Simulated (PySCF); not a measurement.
[RhF6]-: Rh(V) (d4), charge -1. The structure is a PBE0-D3(BJ)/def2-TZVP geometry optimised for multiplicity 3; coordination octahedral, point group Oh, metal–donor distances 1.86 Å.

The d shell alone is too small an active space for [RhF6]- (an active orbital has only 0.54 squared overlap with the free ion's shell): its levels, fitted parameters, g values and moments show what this model gives and aren't sound predictions.

Method (PySCF 2.14, density fitting): CASSCF(4,5) with orbitals averaged over all microstates of the shell, strongly contracted NEVPT2 on the averaged canonical orbitals; basis x2c-TZVPall on the metal, x2c-SVPall elsewhere; spin-free X2C; IEF-PCM dichloromethane; spin-orbit coupling by state interaction with the mean-field operator over all roots.

CASSCF energies above the lowest CASSCF root:

| state | CASSCF / cm⁻¹ |
| --- | --- |
| 3T1g | 0 |
| 1T2g | 8298 |
| 1Eg | 10168 |
| 5Eg | 18096 |
| 1A1g | 20173 |
| 3Eg | 31232 |
| 3T1g | 32669 |
| 3T2g | 33232 |
| 3A1g | 34496 |
| 3A2g | 35567 |
| 3Eg | 36504 |
| 1T2g | 38904 |
| 1A2g | 39157 |
| 1T1g | 40470 |
| 1Eg | 42111 |
| 1A1g | 48236 |
| 3T1g | 48240 |
| 3T2g | 48502 |
| 5T2g | 52070 |
| 1T1g | 55329 |
| 1T2g | 56618 |
| 3T1g | 66388 |

How does dynamic correlation (SC-NEVPT2) move these states?


```
state  NEVPT2 / cm⁻¹  shift / cm⁻¹
 3T1g              0             0
 1T2g           7561          -737
  1Eg           8451         -1718
  5Eg          21786         +3690
 1A1g          17570         -2603
  3Eg          33234         +2002
 3T1g          34994         +2325
 3T2g          35731         +2499
 3A1g          36062         +1567
 3A2g          37014         +1447
  3Eg          37188          +684
 1T2g          40505         +1601
 1A2g          40468         +1311
 1T1g          41622         +1152
  1Eg          42434          +324
 1A1g          45716         -2520
 3T1g          45642         -2598
 3T2g          44773         -3729
 5T2g          59276         +7206
 1T1g          50601         -4728
 1T2g          51801         -4818
 3T1g          70057         +3670
```

These are spin-free levels; spin-orbit coupling mixes and splits them, by more than some of the gaps here.

Charge-transfer states lie outside this active space and may come lower than some of these levels. The ground state is orbitally degenerate in this regular structure, which would distort (Jahn–Teller). NEVPT2 on the d shell alone tends to put d–d bands too high for such charged or covalently bound ions. Gaps between spin states lean to high spin in this active space.
